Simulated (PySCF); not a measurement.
CaF₂, singlet, geometry from GFN2-xTB (such geometries of metal compounds can be far from the true shape); REVPBE/def2-SVP (PySCF).

Here is a job for PySCF.
```python
from pyscf import gto, scf, dft

mol = gto.Mole()
mol.atom = '''
    Ca    0.484637   -0.079697   -0.181770
    F    -0.725348    1.235638   -0.799189
    F    -0.351624   -1.058533    1.203122
'''
mol.basis = 'def2-svp'
mol.charge = 0
mol.spin = 0
mol.verbose = 4
mol.build()

mf = dft.RKS(mol)
mf.xc = 'revpbe'
mf.grids.atom_grid = (99, 590)
mf.grids.prune = None
mf.kernel()
```

It wrote (shortened):

```
PySCF version 2.14.0

[INPUT] verbose = 4
[INPUT] num. atoms = 3
[INPUT] num. electrons = 38
[INPUT] charge = 0
[INPUT] spin (= nelec alpha-beta = 2S) = 0
[INPUT] symmetry False subgroup None
[INPUT] Mole.unit = angstrom
[INPUT] Symbol           X                Y                Z      unit          X                Y                Z       unit  Magmom
[INPUT]  1 Ca     0.484637000000  -0.079697000000  -0.181770000000 AA    0.915831199831  -0.150605502949  -0.343495517662 Bohr   0.0
[INPUT]  2 F     -0.725348000000   1.235638000000  -0.799189000000 AA   -1.370709065001   2.335017409105  -1.510248331765 Bohr   0.0
[INPUT]  3 F     -0.351624000000  -1.058533000000   1.203122000000 AA   -0.664473058824  -2.000337463814   2.273571074439 Bohr   0.0

nuclear repulsion = 114.720920316145
number of shells = 22
number of NR pGTOs = 109
number of NR cGTOs = 52
basis = def2-svp
ecp = {}

******** <class 'pyscf.dft.rks.RKS'> ********
method = RKS
initial guess = minao
damping factor = 0
level_shift factor = 0
DIIS = <class 'pyscf.scf.diis.CDIIS'>
diis_start_cycle = 1
diis_space = 8
diis_damp = 0
SCF conv_tol = 1e-09
SCF conv_tol_grad = None
SCF max_cycles = 50
direct_scf = True
direct_scf_tol = 1e-13
XC library pyscf.dft.libxc version 7.1.2
    S. Lehtola, C. Steigemann, M. J. T. Oliveira, and M. A. L. Marques,  SoftwareX 7, 1–5 (2018)
XC functionals = revpbe
    Y. Zhang and W. Yang,  Phys. Rev. Lett. 80, 890 (1998)
    J. P. Perdew, K. Burke, and M. Ernzerhof,  Phys. Rev. Lett. 77, 3865 (1996)
    J. P. Perdew, K. Burke, and M. Ernzerhof,  Phys. Rev. Lett. 78, 1396 (1997)
radial grids:
    Treutler-Ahlrichs [JCP 102, 346 (1995); DOI:10.1063/1.469408] (M4) radial grids

becke partition: Becke, JCP 88, 2547 (1988); DOI:10.1063/1.454033
pruning grids: None
grids dens level: 3
symmetrized grids: False
atomic radii adjust function: <function treutler_atomic_radii_adjust>
User specified grid scheme (99, 590)
small_rho_cutoff = 0
Set gradient conv threshold to 3.16228e-05
Initial guess from minao.
tot grids = 175232
init E= -876.823493173765
  HOMO = -0.49082293680129  LUMO = -0.118237823558009  gap/eV = 10.13856
cycle= 1 E= -876.77728886961  delta_E= 0.0462  |g|= 1.09  |ddm|= 2.58
  HOMO = -0.051982700830985  LUMO = -0.0286150950580999  gap/eV = 0.63586
cycle= 2 E= -868.528165580559  delta_E= 8.25  |g|=  6.2  |ddm|=  4.3
  HOMO = -0.22169087473937  LUMO = -0.0582483130113074  gap/eV = 4.44750
cycle= 3 E= -876.976365865672  delta_E= -8.45  |g|= 0.395  |ddm|= 3.89
  HOMO = -0.23627853619202  LUMO = -0.0852657464039668  gap/eV = 4.10927
cycle= 4 E= -876.997187320416  delta_E= -0.0208  |g|= 0.101  |ddm|= 0.246
  HOMO = -0.237438537371963  LUMO = -0.0798025819279196  gap/eV = 4.28949
cycle= 5 E= -876.999603577517  delta_E= -0.00242  |g|= 0.0307  |ddm|= 0.0762
  HOMO = -0.240623135771163  LUMO = -0.0798012848406038  gap/eV = 4.37619
cycle= 6 E= -876.999782566812  delta_E= -0.000179  |g|= 0.00363  |ddm|= 0.0204
  HOMO = -0.24106209850567  LUMO = -0.07984922406211  gap/eV = 4.38683
cycle= 7 E= -876.999785394866  delta_E= -2.83e-06  |g|= 0.000473  |ddm|= 0.00331
  HOMO = -0.241046844954532  LUMO = -0.0798613422551129  gap/eV = 4.38608
cycle= 8 E= -876.999785420216  delta_E= -2.53e-08  |g|= 0.000299  |ddm|= 0.000416
  HOMO = -0.241044866630387  LUMO = -0.0798612529647902  gap/eV = 4.38603
cycle= 9 E= -876.999785436263  delta_E= -1.6e-08  |g|= 3.03e-05  |ddm|= 0.00021
  HOMO = -0.241042755302904  LUMO = -0.0798606637957877  gap/eV = 4.38599
cycle= 10 E= -876.999785436431  delta_E= -1.68e-10  |g|= 1.67e-06  |ddm|= 2.17e-05
  HOMO = -0.241042934254076  LUMO = -0.0798609056205448  gap/eV = 4.38599
Extra cycle  E= -876.999785436432  delta_E= -4.55e-13  |g|= 1.88e-06  |ddm|= 3.48e-06
converged SCF energy = -876.999785436432
```
